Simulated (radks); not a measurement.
Ionisation of neutral oxygen, [He] 2s2 2p4, to [He] 2s2 2p3 as the strength of local exchange is varied. Calculated with a radial shooting solver on a logarithmic mesh with Libxc functionals: scalar-relativistic Kohn-Sham, Slater X-alpha exchange (alpha = 2/3 is LDA exchange), no correlation, spin-unpolarised, spherical densities, finite nucleus; Fermi nuclear charge, rms radius 2.6991 fm.

alpha,E(O) (hartree),exchange (hartree),IE (eV),-e of the level emptied (eV),<r> of it (bohr)
0.61,-73.37103,-6.54157,14.264,7.139 (2p),1.305
0.667,-73.98455,-7.20487,15.152,7.876 (2p),1.281
0.713,-74.48290,-7.74654,15.887,8.492 (2p),1.262
0.786,-75.27969,-8.61777,17.087,9.508 (2p),1.234
0.871,-76.21659,-9.65014,18.534,10.750 (2p),1.204
1.034,-78.04057,-11.68360,21.461,13.302 (2p),1.151

NIST Atomic Spectra Database: 13.618 eV (measured). The central value is not met in this range of alpha. Spin polarisation and multiplet splitting are left out, so open shells lie too high by an amount that depends on their filling.

Beside tabulated values, note that spin-unpolarised runs miss the spin-polarisation part of the exchange energy of open shells.
